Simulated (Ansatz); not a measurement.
Be₄O₄H₁₆⁺. Total charge 1; doublet. Geometry r2SCAN-D4/def2-SVP, that of the neutral singlet; atoms count from 1.

```xyz
24

O     1.591    1.122   -0.990
O    -1.326   -0.255    1.715
O     1.307   -1.652    0.568
O    -1.571    0.786   -1.294
Be    1.236   -0.069   -2.003
Be    1.685   -0.465    1.578
Be   -1.219    1.992   -0.298
Be   -1.701   -1.458    0.723
H     0.937    1.894   -0.857
H     2.083    0.923   -0.118
H    -0.440   -0.266    2.221
H    -1.588    0.703    1.480
H     1.576   -1.594   -0.415
H     0.417   -2.142    0.663
H    -0.912    0.516   -2.025
H    -2.072   -0.034   -0.950
H     1.874   -1.274   -1.750
H     0.168    0.175   -2.855
H     2.608    0.452    1.097
H     0.877   -0.361    2.701
H    -1.873    1.961    0.926
H    -0.140    2.778   -0.675
H    -2.611   -1.143   -0.276
H    -0.904   -2.589    0.832
```

In the doublet geometry the species has come apart into loosely held pieces.

Q: Estimate the Mulliken populations from the PBE0/def2-TZVP orbitals of Ansatz.

A: 
```csv
atom,charge (e),spin (α − β)
O1,-0.35,0.03
O2,-0.35,0.03
O3,-0.35,0.03
O4,-0.35,0.03
Be5,0.07,0.05
Be6,0.07,0.05
Be7,0.07,0.05
Be8,0.07,0.05
H9,0.28,-0.01
H10,0.28,-0.01
H11,0.28,-0.01
H12,0.28,-0.01
H13,0.28,-0.01
H14,0.28,-0.01
H15,0.28,-0.01
H16,0.28,-0.01
H17,-0.02,0.09
H18,-0.02,0.09
H19,-0.02,0.09
H20,-0.02,0.09
H21,-0.02,0.09
H22,-0.02,0.09
H23,-0.02,0.09
H24,-0.02,0.09
```
Mulliken values and Mayer orders depend strongly on the basis.

Q: Where does the spin sit?

A: Summed by element: O 0.12, Be 0.19, H 0.69, of 1 unpaired in all. Largest on single atoms: H24 0.09, H19 0.09, H23 0.09.

Q: And the Mayer bond orders between bonded heavy atoms (over 0.3)?

A: O1–Be5 0.82 (1.60 Å); O2–Be8 0.82 (1.60 Å); O3–Be6 0.82 (1.60 Å); O4–Be7 0.82 (1.60 Å).
